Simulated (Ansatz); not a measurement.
Pulling on the Te1–Te2 bond in Te2 (multiplicity 3 held). Energies count from the point at 2.575 Å.


Restricted levels (R-, RO-) in cc, def2 and unpolarised 6-31G sets keep to the state of the molecule at rest. U- levels take the lowest unrestricted solution at each point, which mixes spins at long bonds. Active spaces are followed from rest. Left out are points that failed, MP2 points that dive below the minimum, coupled-cluster points behind a jump of the amplitudes or a sharp parting from full CI or MRCI, small-basis points behind a change of solution, and semi-empirical points at long bonds. Levels need not reach the same state.

Frozen-core correlation. Filled d and f shells under p-block atoms count as core.

The values were computed with Ansatz (Gaussian basis) for Hartree–Fock, density functionals and correlated methods. Values without a source in brackets are computed. In def2 rows elements past Kr take small-core potentials, without spin–orbit coupling.

Energies in kcal/mol.

```csv
R (Å),RO-PBE/def2-TZVPP,RO-wB97X-V/def2-TZVPP,U-wB97X-V/def2-TZVPP,RO-SCS-MP2/def2-TZVPP,"CASSCF(12,8)/def2-TZVPP","FIC-MRCISD+Q on CASSCF(12,8)/def2-TZVPP"
2.060,94.3,83.2,83.5,89.4,100.8,98.7
2.317,16.4,10.2,10.3,8.9,18.7,17.4
2.575,0.0,0.0,0.0,0.0,0.0,0.0
2.832,7.5,14.4,13.7,10.8,5.6,7.0
3.090,22.8,36.7,30.7,24.7,18.6,21.3
3.476,46.7,71.1,53.0,44.9,36.7,41.9
3.862,65.8,100.2,63.2,60.8,44.8,54.6
4.506,86.0,135.1,69.0,75.5,47.3,59.1
5.149,95.9,157.0,left out,77.6,47.4,59.7
5.922,101.0,172.9,70.7,69.7,47.4,59.9
6.952,103.2,185.2,70.9,51.3,47.5,60.0
8.239,103.8,194.0,71.0,25.5,47.5,60.1
10.299,104.0,202.5,71.0,left out,47.5,60.1
```

Doubts at one or more of the structures used: a restricted determinant that unrestricted orbitals would lower (RO-PBE/def2-TZVPP, RO-wB97X-V/def2-TZVPP, RO-SCS-MP2/def2-TZVPP); a spin-contaminated determinant (U-wB97X-V/def2-TZVPP).

Ansatz is an electronic-structure program.
